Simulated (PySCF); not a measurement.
HBrCdSe (SMILES [SeH][Cd][Br]), singlet, geometry from GFN2-xTB (such geometries of metal compounds can be far from the true shape) (core potentials on Cd); PySCF with DF-HF/def2-QZVPPD.

Here is a job for PySCF.
```python
from pyscf import gto, scf

mol = gto.Mole()
mol.atom = '''
    Cd   -0.046271   -0.479289    0.547981
    Br    1.722542   -0.731490   -1.120758
    Se   -1.634563    1.394203    0.336871
    H    -2.492790    1.205124    1.469809
'''
mol.basis = 'def2-qzvppd'
mol.ecp = {'Cd': 'def2-qzvppd'}
mol.charge = 0
mol.spin = 0
mol.verbose = 4
mol.max_memory = 1800
mol.build()

mf = scf.RHF(mol)
mf = mf.density_fit(auxbasis='def2-universal-jkfit')
mf.kernel()
```

What the program printed (banner, timings and long lists left out):

```
PySCF version 2.14.0

[INPUT] verbose = 4
[INPUT] num. atoms = 4
[INPUT] num. electrons = 90
[INPUT] charge = 0
[INPUT] spin (= nelec alpha-beta = 2S) = 0
[INPUT] symmetry False subgroup None
[INPUT] Mole.unit = angstrom
[INPUT] Symbol           X                Y                Z      unit          X                Y                Z       unit  Magmom
[INPUT]  1 Cd    -0.046271000000  -0.479289000000   0.547981000000 AA   -0.087439517510  -0.905724944517   1.035534011465 Bohr   0.0
[INPUT]  2 Br     1.722542000000  -0.731490000000  -1.120758000000 AA    3.255132618061  -1.382315762858  -2.117925671915 Bohr   0.0
[INPUT]  3 Se    -1.634563000000   1.394203000000   0.336871000000 AA   -3.088876403347   2.634661832047   0.636593929308 Bohr   0.0
[INPUT]  4 H     -2.492790000000   1.205124000000   1.469809000000 AA   -4.710690386055   2.277354306140   2.777536465421 Bohr   0.0

nuclear repulsion = 465.705895778501
number of shells = 93
number of NR pGTOs = 511
number of NR cGTOs = 317
basis = def2-qzvppd
ecp = {'Cd': 'def2-qzvppd'}

******** <class 'pyscf.df.df_jk.DFRHF'> ********
method = DFRHF
initial guess = minao
damping factor = 0
level_shift factor = 0
DIIS = <class 'pyscf.scf.diis.CDIIS'>
diis_start_cycle = 1
diis_space = 8
diis_damp = 0
SCF conv_tol = 1e-09
SCF conv_tol_grad = None
SCF max_cycles = 50
direct_scf = False
Set gradient conv threshold to 3.16228e-05
Initial guess from minao.
******** <class 'pyscf.df.df.DF'> ********
auxbasis = def2-universal-jkfit
init E= -5120.45172207236
  HOMO = -0.589628960044875  LUMO = -0.525658739969582  gap/eV = 1.74072
cycle= 1 E= -5138.79357345795  delta_E= -18.3  |g|= 2.95  |ddm|= 6.15
  HOMO = -0.0931169523852871  LUMO = 0.00132994073185477  gap/eV = 2.57003
cycle= 2 E= -5139.01543083137  delta_E= -0.222  |g|=  2.6  |ddm|=  3.2
  HOMO = -0.356880473023776  LUMO = -0.0314840224033806  gap/eV = 8.85449
cycle= 3 E= -5139.88068835114  delta_E= -0.865  |g|= 0.163  |ddm|= 1.21
  HOMO = -0.349957180243092  LUMO = -0.0262967882786131  gap/eV = 8.80725
cycle= 4 E= -5139.88835764145  delta_E= -0.00767  |g|= 0.038  |ddm|= 0.267
  HOMO = -0.352465976674835  LUMO = -0.0259862763443939  gap/eV = 8.88397
cycle= 5 E= -5139.88922279875  delta_E= -0.000865  |g|= 0.018  |ddm|= 0.0733
  HOMO = -0.350140920950832  LUMO = -0.026912340807859  gap/eV = 8.79550
cycle= 6 E= -5139.88942979837  delta_E= -0.000207  |g|= 0.00596  |ddm|= 0.0376
  HOMO = -0.349232196431418  LUMO = -0.0273185157552164  gap/eV = 8.75972
cycle= 7 E= -5139.88946030746  delta_E= -3.05e-05  |g|= 0.0023  |ddm|= 0.013
  HOMO = -0.348901015533999  LUMO = -0.0274116710205078  gap/eV = 8.74817
cycle= 8 E= -5139.88946609966  delta_E= -5.79e-06  |g|= 0.000733  |ddm|= 0.00607
  HOMO = -0.348852222383147  LUMO = -0.0274353791884179  gap/eV = 8.74620
cycle= 9 E= -5139.88946676014  delta_E= -6.6e-07  |g|= 0.000257  |ddm|= 0.00193
  HOMO = -0.348785312428388  LUMO = -0.0274453407049289  gap/eV = 8.74411
cycle= 10 E= -5139.88946684171  delta_E= -8.16e-08  |g|= 9.66e-05  |ddm|= 0.000756
  HOMO = -0.348790873337289  LUMO = -0.0274470922238482  gap/eV = 8.74421
cycle= 11 E= -5139.88946684731  delta_E= -5.6e-09  |g|= 3.87e-05  |ddm|= 0.000169
  HOMO = -0.348786064326394  LUMO = -0.0274477645385445  gap/eV = 8.74406
cycle= 12 E= -5139.88946684832  delta_E= -1.02e-09  |g|= 1.19e-05  |ddm|= 8.83e-05
  HOMO = -0.348785395700534  LUMO = -0.027447500097073  gap/eV = 8.74405
cycle= 13 E= -5139.88946684841  delta_E= -8.46e-11  |g|= 4.32e-06  |ddm|= 2.27e-05
  HOMO = -0.348785221833437  LUMO = -0.0274473061753177  gap/eV = 8.74405
Extra cycle  E= -5139.88946684843  delta_E= -2.36e-11  |g|= 2.4e-06  |ddm|= 7.84e-06
converged SCF energy = -5139.88946684843
```
